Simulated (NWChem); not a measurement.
HfO$_{2}$; SMILES [O]=[Hf]=[O]

```xyz
3

Hf     0.0000     0.0000     0.1923
O      1.4303     0.0000    -0.8653
O     -1.4303     0.0000    -0.8653
```
Atoms are numbered in this order, from 1.

Computed with NWChem. All runs use the structure optimised with PBE0/def2-SVP. No frequency run checked for a minimum. def2 effective core potentials on Hf; no spin-orbit coupling. Ions are spin-unrestricted doublets at the neutral geometry; other ion states weren't tried.

Q: Predict the results for CAM-B3LYP/def2-SVP. Quantities: vertical ionisation energy, ΔSCF (eV); −ε(HOMO) (eV).

A: 
- vertical ionisation energy, ΔSCF (eV) = 8.98
- −ε(HOMO) (eV) = 7.98
